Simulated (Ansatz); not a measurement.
`[CH3][Al]([SiH3])[SiH3]` + `FBN[SiH3]` → `FBN([SiH3])[SiH3]` + `[CH3][AlH][SiH3]`  (cleavage of the Si–Al bond)

Program: Ansatz. Geometries: PBE0-D4/def2-TZVP. ΔE: electronic, gas phase. CCSD(T)/CBS adds triple-zeta CCSD(T) − MP2 to the extrapolated MP2 energy (def2 sets, frozen cores). DFT in def2-TZVPP. Each species was taken in one conformer, which may not be the lowest.

CCSD(T)/CBS gives -0.38 eV.

Task: Another level gave -0.40 eV. Which?
A. revPBE-D4/def2-TZVPP
B. CAM-B3LYP-D4/def2-TZVPP
C. r2SCAN0/def2-TZVPP
D. HF/def2-TZVPP

Result: B. CAM-B3LYP-D4 -0.40, HF/def2-TZVPP -0.47, r2SCAN0 -0.32, revPBE-D4 -0.20 eV.

Largest T1 diagnostic among the species: 0.013.

At CCSD(T), def2-SVP lies +0.03 eV from the extrapolated value and def2-TZVPP +0.01 eV. Leaving LDA and LC-ωPBE aside and taking each functional with its dispersion term where it has one, the values, not all of them listed here, spread over 0.27 eV, from BHLYP-D4 to PBE-D4. LDA lies −0.09 eV from PBE without D4. From BLYP to BHLYP (50 % exact exchange), in def2-TZVPP and without D4, ΔE moves by −0.16 eV.
